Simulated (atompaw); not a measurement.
## Reading a pseudo-wave (promethium (Pm))

Columns: radius, all-electron u(r) and pseudo u(r) of the 5p shell (level -25.35 eV) of promethium in the configuration [Kr] 4d10 4f4 5s2 5p6 5d1 6s2 6p0; PBEsol, scalar-relativistic, PAW (atompaw) scheme, atompaw 4.2.0.5.

```
r (bohr)  all-electron  pseudo
   0.115        0.0884  0.0144
   0.231        0.2448  0.0572
   0.346       -0.1977  0.1246
   0.462       -0.4578  0.2129
   0.577       -0.3954  0.3145
   0.692       -0.1480  0.4232
   0.808        0.1522  0.5327
   0.923        0.4221  0.6342
   1.038        0.6326  0.7226
   1.154        0.7786  0.7934
   1.269        0.8641  0.8423
   1.385        0.9013  0.8685
   1.500        0.9011  0.8719
   1.615        0.8743  0.8544
   1.731        0.8292  0.8190
   1.846        0.7735  0.7702
   1.962        0.7114  0.7118
   2.077        0.6478  0.6492
   2.192        0.5849  0.5859
   2.308        0.5240  0.5243
   2.423        0.4672  0.4672
   2.538        0.4146  0.4146
   2.654        0.3661  0.3661
   2.769        0.3227  0.3227
   2.885        0.2833  0.2833
   3.000        0.2484  0.2484
```

How many radial nodes do the two functions have?

The all-electron 5p function has n − l − 1 = 3 (the table is too coarse to show those close to the nucleus); the pseudo-wave has 0, since the states of the same l below it are removed with the core.

At about which radius was the pseudo-wave matched?

2.45 bohr. The columns agree to 0.0005 from 2.31 bohr on; several derivatives are matched, so the curves merge somewhat inside the radius.

Is the pseudo-wave norm-conserving?

No, it belongs to a PAW set: the norm inside the radius is not constrained, and the difference is carried by the augmentation charge.
